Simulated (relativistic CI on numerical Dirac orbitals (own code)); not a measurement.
A reference radial Dirac CI calculation of Hf III gave the lowest total energy -15061.85357 Ha in 26 SCF steps, from this input:

```
atom Hf  Z=72  charge=2  electrons=70
nucleus A=180  rms_radius_fm=5.3470
hamiltonian dirac-coulomb  breit=on  qed=on  c_scale=1
orbitals kli  potential=per-configuration
slater_scale 1
correlation none
mixing on
grid step=0.0125 r_max=86.5
scf mixing=0.4 start=green max_iterations=150 tolerance=2e-08 node_fill=0.05
configurations
  [Xe] 4f14 5d2
  [Xe] 4f14 6s2
end
```

One setting was then changed, and the output read:

```
SCF 1: [Xe] 4f14 5d2
 iter      energy (Ha)   residual   last orbital (Ha)
    1    -15044.701512   3.63e+00     -2.28322
    2    -15086.262641   6.79e-01     -1.06102
    3    -15087.600115   2.59e-01     -0.82261
    4    -15087.888201   2.59e-01     -0.79547
error: SCF of 1s2 2s2 2p6 3s2 3p6 3d10 4s2 4p6 4d10 4f14 5s2 5p6 5d2 did not converge
end: not converged
```

Which setting was changed?
A. Breit term
B. Slater scale
C. end of the grid
D. iteration limit

D. The iteration limit 4. This setting is bad on purpose; its numbers may not be properties of the ion.
